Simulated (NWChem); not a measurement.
System: MgF cation; SMILES [F][Mg+]

Input file for NWChem:

```
start job
memory heap 200 mb stack 700 mb global 900 mb
charge 1
geometry units angstroms
  Mg     0.000000     0.000000    -0.744676
  F      0.000000     0.000000     0.993336
end
basis spherical
  * library 6-31g*
end
dft
  xc hfexch
  iterations 150
end
driver
  maxiter 120
end
task dft optimize
task dft freq
```

Output (shortened):

```
             Northwest Computational Chemistry Package (NWChem) 7.3.0
             --------------------------------------------------------

 ORDER OF PRIMARY AXIS IS BEING SET TO 4
 C4V symmetry detected

                             Geometry "geometry" -> ""
                             -------------------------

 Output coordinates in angstroms (scale by  1.889725989 to convert to a.u.)

  No.       Tag          Charge          X              Y              Z
 ---- ---------------- ---------- -------------- -------------- --------------
    1 Mg                  12.0000     0.00000000     0.00000000    -0.74486229
    2 F                    9.0000     0.00000000     0.00000000     0.99314971

 Effective nuclear repulsion energy (a.u.)      32.8830542551

      Symmetry information
      --------------------

 Group name             C4v
 Group number             18
 Group order               8
 No. of unique centers     2

                                Z-matrix (autoz)
                                --------

 Units are Angstrom for bonds and degrees for angles

      Type          Name      I     J     K     L     M      Value
      ----------- --------  ----- ----- ----- ----- ----- ----------
    1 Stretch                  1     2                       1.73801

  xc_inp: hfexch multiplicative factor not found.

                           NWChem Geometry Optimization
                           ----------------------------

 maximum gradient threshold         (gmax) =   0.000450
 rms gradient threshold             (grms) =   0.000300
 maximum cartesian step threshold   (xmax) =   0.001800
 rms cartesian step threshold       (xrms) =   0.001200
 fixed trust radius                (trust) =   0.300000
 source of zmatrix                         =   autoz

          -------------------
          Energy Minimization
          -------------------

 Using diagonal initial Hessian
 Scaling for Hessian diagonals: bonds = 1.00  angles = 0.25  torsions = 0.10

          --------
          Step   0

                                 NWChem DFT Module
                                 -----------------

 Summary of "ao basis" -> "ao basis" (spherical)
 ------------------------------------------------------------------------------
       Tag                 Description            Shells   Functions and Types
 ---------------- ------------------------------  ------  ---------------------
 Mg                          6-31g*                  8       18   4s3p1d
 F                           6-31g*                  6       14   3s2p1d

      Symmetry analysis of basis
      --------------------------

        a1         14
        a2          0
        b1          2
        b2          2
        e          14

            General Information
            -------------------
          SCF calculation type: DFT
          Wavefunction type:  closed shell.
          No. of atoms     :     2
          No. of electrons :    20
           Alpha electrons :    10
            Beta electrons :    10
          Charge           :     1
          Spin multiplicity:     1
          Use of symmetry is: on ; symmetry adaption is: on
          Maximum number of iterations: 150
          AO basis - number of functions:    32
                     number of shells:    14
          Convergence on energy requested:  1.00D-06
          Convergence on density requested:  1.00D-05
          Convergence on gradient requested:  5.00D-04

              XC Information
              --------------
                     Hartree-Fock (Exact) Exchange  1.000

      Superposition of Atomic Density Guess
      -------------------------------------

 Sum of atomic energies:        -298.96755132

 Renormalizing density from      21.00 to     20

      Non-variational initial energy
      ------------------------------

 Total energy =    -289.977837
 1-e energy   =    -460.911396
 2-e energy   =     138.050504
 HOMO         =      -1.175999
 LUMO         =      -0.496965

      Symmetry analysis of molecular orbitals - initial
      -------------------------------------------------

 !! scf_movecs_sym_adapt:    4 vectors were symmetry contaminated

  Symmetry fudging

 !! scf_movecs_sym_adapt:    4 vectors were symmetry contaminated

  Numbering of irreducible representations:

     1 a1          2 a2          3 b1          4 b2          5 e

  Orbital symmetries:

     1 a1          2 a1          3 a1          4 a1          5 e
     6 e           7 a1          8 a1          9 e          10 e
    11 a1         12 e          13 e          14 a1         15 a1
    16 e          17 e          18 a1         19 b2         20 b1

   convergence    iter        energy       DeltaE   RMS-Dens  Diis-err
 ---------------- ----- ----------------- --------- --------- ---------
 d= 0,ls=0.0,diis     1   -298.5554898592 -3.31D+02  3.68D-02  2.91D+00
 d= 0,ls=0.0,diis     2   -298.6503923331 -9.49D-02  1.66D-02  1.85D+00

 !! scf_movecs_sym_adapt:    4 vectors were symmetry contaminated

  Symmetry fudging

 !! scf_movecs_sym_adapt:    4 vectors were symmetry contaminated

 d= 0,ls=0.0,diis     3   -298.8003470275 -1.50D-01  1.12D-03  3.73D-03

 !! scf_movecs_sym_adapt:    4 vectors were symmetry contaminated

  Symmetry fudging

 !! scf_movecs_sym_adapt:    4 vectors were symmetry contaminated

 d= 0,ls=0.0,diis     4   -298.8007907684 -4.44D-04  3.42D-04  4.74D-05

 !! scf_movecs_sym_adapt:    2 vectors were symmetry contaminated

  Symmetry fudging

 !! scf_movecs_sym_adapt:    2 vectors were symmetry contaminated

 d= 0,ls=0.0,diis     5   -298.8008177132 -2.69D-05  1.24D-04  4.58D-06

 !! scf_movecs_sym_adapt:    2 vectors were symmetry contaminated

  Symmetry fudging

 !! scf_movecs_sym_adapt:    2 vectors were symmetry contaminated

  Resetting Diis
 d= 0,ls=0.0,diis     6   -298.8008205282 -2.81D-06  5.00D-05  5.64D-07

 !! scf_movecs_sym_adapt:    4 vectors were symmetry contaminated

  Symmetry fudging

 !! scf_movecs_sym_adapt:    2 vectors were symmetry contaminated

 d= 0,ls=0.0,diis     7   -298.8008208092 -2.81D-07  3.82D-06  1.36D-08

         Total DFT energy =     -298.800820809207
      One electron energy =     -479.876330200459
           Coulomb energy =      174.234280793355
    Exchange-Corr. energy =      -26.041825657176
 Nuclear repulsion energy =       32.883054255073

 Numeric. integr. density =        0.000000000000

                  Occupations of the irreducible representations
                  ----------------------------------------------

                     irrep           alpha         beta
                     --------     --------     --------
                     a1                6.0          6.0
                     a2                0.0          0.0
                     b1                0.0          0.0
                     b2                0.0          0.0
                     e                 4.0          4.0

                       DFT Final Molecular Orbital Analysis
                       ------------------------------------

 Vector    8  Occ=2.000000D+00  E=-7.635689D-01  Symmetry=a1
              MO Center=  4.8D-16, -1.2D-16,  9.4D-01, r^2= 6.1D-01
   Bfn.  Coefficient  Atom+Function         Bfn.  Coefficient  Atom+Function
  ----- ------------  ---------------      ----- ------------  ---------------
    23      0.609544  2 F  pz                27      0.459930  2 F  pz
     6     -0.222513  1 Mg s                  9     -0.103417  1 Mg pz
     2      0.101975  1 Mg s                  5      0.095690  1 Mg pz
    24      0.095018  2 F  s                 20      0.075292  2 F  s
    10      0.046838  1 Mg s                 13      0.046355  1 Mg pz

 Vector    9  Occ=2.000000D+00  E=-7.387088D-01  Symmetry=e
              MO Center=  7.0D-17,  2.2D-16,  9.4D-01, r^2= 5.5D-01
   Bfn.  Coefficient  Atom+Function         Bfn.  Coefficient  Atom+Function
  ----- ------------  ---------------      ----- ------------  ---------------
    22      0.608590  2 F  py                26      0.449954  2 F  py
    21      0.162768  2 F  px                25      0.120340  2 F  px
     8      0.094621  1 Mg py                15      0.069224  1 Mg d -1
     4     -0.040684  1 Mg py                 7      0.025307  1 Mg px

 Vector   10  Occ=2.000000D+00  E=-7.387088D-01  Symmetry=e
              MO Center= -3.5D-14, -8.8D-15,  9.4D-01, r^2= 5.5D-01
   Bfn.  Coefficient  Atom+Function         Bfn.  Coefficient  Atom+Function
  ----- ------------  ---------------      ----- ------------  ---------------
    21      0.608590  2 F  px                25      0.449954  2 F  px
    22     -0.162768  2 F  py                26     -0.120340  2 F  py
     7      0.094621  1 Mg px                17     -0.069224  1 Mg d  1
     3     -0.040684  1 Mg px                 8     -0.025307  1 Mg py

 Vector   11  Occ=0.000000D+00  E=-2.788939D-01  Symmetry=a1
              MO Center=  3.1D-16, -3.3D-16, -1.5D+00, r^2= 3.0D+00
   Bfn.  Coefficient  Atom+Function         Bfn.  Coefficient  Atom+Function
  ----- ------------  ---------------      ----- ------------  ---------------
    10      0.505981  1 Mg s                  6      0.442745  1 Mg s
     9     -0.338655  1 Mg pz                 2     -0.207237  1 Mg s
    13     -0.152932  1 Mg pz                 5      0.111834  1 Mg pz
    23      0.104964  2 F  pz                27      0.087359  2 F  pz
     1      0.038555  1 Mg s                 24     -0.035730  2 F  s

 Vector   12  Occ=0.000000D+00  E=-1.456394D-01  Symmetry=e
              MO Center=  8.9D-17,  7.9D-16, -9.7D-01, r^2= 5.7D+00
   Bfn.  Coefficient  Atom+Function         Bfn.  Coefficient  Atom+Function
  ----- ------------  ---------------      ----- ------------  ---------------
    11      0.642885  1 Mg px                 7      0.392276  1 Mg px
    12      0.188256  1 Mg py                17      0.166183  1 Mg d  1
     3     -0.136138  1 Mg px                 8      0.114870  1 Mg py
    25     -0.099617  2 F  px                21     -0.098820  2 F  px
    15     -0.048663  1 Mg d -1               4     -0.039865  1 Mg py

[...]

      ----------------------
      Optimization converged
      ----------------------

  Step       Energy      Delta E   Gmax     Grms     Xrms     Xmax
  ---- ---------------- -------- -------- -------- -------- --------
@    3    -298.80249199 -2.1D-08  0.00002  0.00002  0.00003  0.00005
                                     ok       ok       ok       ok

                                Z-matrix (autoz)
                                --------

 Units are Angstrom for bonds and degrees for angles

      Type          Name      I     J     K     L     M      Value     Gradient
      ----------- --------  ----- ----- ----- ----- ----- ---------- ----------
    1 Stretch                  1     2                       1.68088    0.00002

                         Geometry "geometry" -> "geometry"
                         ---------------------------------

 Output coordinates in angstroms (scale by  1.889725989 to convert to a.u.)

  No.       Tag          Charge          X              Y              Z
 ---- ---------------- ---------- -------------- -------------- --------------
    1 Mg                  12.0000     0.00000000     0.00000000    -0.71629716
    2 F                    9.0000     0.00000000     0.00000000     0.96458459

 Effective nuclear repulsion energy (a.u.)      34.0006920428

      Symmetry information
      --------------------

 Group name             C4v
 Group number             18
 Group order               8
 No. of unique centers     2

                Final and change from initial internal coordinates
                --------------------------------------------------

                                Z-matrix (autoz)
                                --------

 Units are Angstrom for bonds and degrees for angles

      Type          Name      I     J     K     L     M      Value       Change
      ----------- --------  ----- ----- ----- ----- ----- ---------- ----------
    1 Stretch                  1     2                       1.68088   -0.05713

 ==============================================================================
                                internuclear distances
 ------------------------------------------------------------------------------
       center one      |      center two      | atomic units |  angstroms
 ------------------------------------------------------------------------------
    2 F                |   1 Mg               |     3.17641  |     1.68088
 ------------------------------------------------------------------------------
                         number of included internuclear distances:          1
 ==============================================================================

[second-derivative integrals and response iterations left out]

  Vibrational analysis via the FX method

  See chapter 2 in "Molecular Vibrations" by Wilson, Decius and Cross

  Vib: Default input used

 ---------------------------- Atom information ----------------------------
     atom    #        X              Y              Z            mass
 --------------------------------------------------------------------------
    Mg       1  0.0000000D+00  0.0000000D+00 -1.3536054D+00  2.3985040D+01
    F        2  0.0000000D+00  0.0000000D+00  1.8228006D+00  1.8998400D+01
 --------------------------------------------------------------------------

[unprojected Hessian and modes left out]

        Vibrational analysis via the FX method
  --- with translations and rotations projected out ---
  --- via the Eckart algorithm                      ---
 Dependent rotation vector no.                    3
  found in ECKART; assuming linear geometry
 Projected Nuclear Hessian trans-rot subspace norm:3.0815D-33
                         (should be close to zero!)

[projected Hessian left out]

 Rotational Constants
 --------------------
 A=   0.000000 cm-1  (  0.000000 K)
 B=   0.562820 cm-1  (  0.809754 K)
 C=   0.562820 cm-1  (  0.809754 K)

 Temperature                      =   298.15K
 frequency scaling parameter      =   1.0000

 Linear Molecule

 Zero-Point correction to Energy  =    1.269 kcal/mol  (  0.002022 au)
 Thermal correction to Energy     =    2.785 kcal/mol  (  0.004438 au)
 Thermal correction to Enthalpy   =    3.377 kcal/mol  (  0.005381 au)

 Total Entropy                    =   51.054 cal/mol-K
   - Translational                =   37.185 cal/mol-K (mol. weight =  42.9834)
   - Rotational                   =   13.723 cal/mol-K (symmetry #  =        1)
   - Vibrational                  =    0.146 cal/mol-K

 Cv (constant volume heat capacity) =    5.482 cal/mol-K
   - Translational                  =    2.979 cal/mol-K
   - Rotational                     =    1.986 cal/mol-K
   - Vibrational                    =    0.517 cal/mol-K

[normal modes left out]

 ----------------------------------------------------------------------------
 Normal Eigenvalue ||           Projected Infra Red Intensities
  Mode   [cm**-1]  || [atomic units] [(debye/angs)**2] [(KM/mol)] [arbitrary]
 ------ ---------- || -------------- ----------------- ---------- -----------
    1       -0.000 ||    0.023265           0.537        22.680       3.123
    2        0.000 ||    0.128979           2.976       125.735      17.313
    3        0.000 ||    0.128979           2.976       125.735      17.313
    4        0.000 ||    0.030311           0.699        29.549       4.069
    5        0.000 ||    0.030311           0.699        29.549       4.069
    6      887.858 ||    0.105152           2.426       102.507      14.114
 ----------------------------------------------------------------------------
```

Level: Hartree-Fock/6-31G* (spherical d).
